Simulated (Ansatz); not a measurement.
Spin states of AgSe2 (the lowest doublet isomer of a short search), each relaxed with B3LYP-D4/def2-TZVP in Ansatz. Electronic energies in the gas phase.

In the def2 sets Ag takes a core potential; there is no spin–orbit coupling. LC-ωPBE has ω = 0.4 bohr⁻¹. Correlated methods freeze 18 core orbitals; core or outer-core shells of Ag, Se are correlated, in sets that lack core-valence functions. The rows differ in basis, and correlated rows in double-zeta sets carry the largest basis error. The structure comes from a short search, and lower isomers may exist.

Doublet geometry (Cs within 0.1 Å):

```tsv
atom	x (Å)	y (Å)	z (Å)
Ag1	-1.566	-0.717	1.023
Se2	1.737	0.785	-0.085
Se3	-0.171	-0.068	-0.939
```

Quartet geometry (C2v within 0.1 Å):

```
atom   x (Å)   y (Å)   z (Å)
 Ag1   1.705  -0.694   1.077
 Se2  -0.633   1.378  -0.239
 Se3  -1.072  -0.684  -0.838
```

⟨S²⟩: doublet 0.76 at PBE0-D4/def2-TZVP (pure 0.75), quartet 3.76 at PBE0-D4/def2-TZVP (pure 3.75).

Only these spin states were relaxed. Higher spins weren't run and may lie lower. The quartet has other bonds than the doublet, so the gap mixes isomer and spin.

```
              level  quartet − doublet (kcal/mol)  lowest of these
r2SCAN-D4/def2-TZVP                          26.3          doublet
  LC-ωPBE/def2-TZVP                          28.8          doublet
       MP2/def2-SVP                          19.3          doublet
      CCSD/def2-SVP                          21.7          doublet
```

(1) Estimate the rows for HF/def2-SVP, B97M-V/def2-TZVP, CAM-B3LYP-D4/def2-TZVP, MP2/def2-TZVP.

## Answers

(1) 
| level | quartet − doublet (kcal/mol) | lowest of these |
| --- | --- | --- |
| HF/def2-SVP | 19.0 | doublet |
| B97M-V/def2-TZVP | 25.5 | doublet |
| CAM-B3LYP-D4/def2-TZVP | 24.8 | doublet |
| MP2/def2-TZVP | 24.1 | doublet |
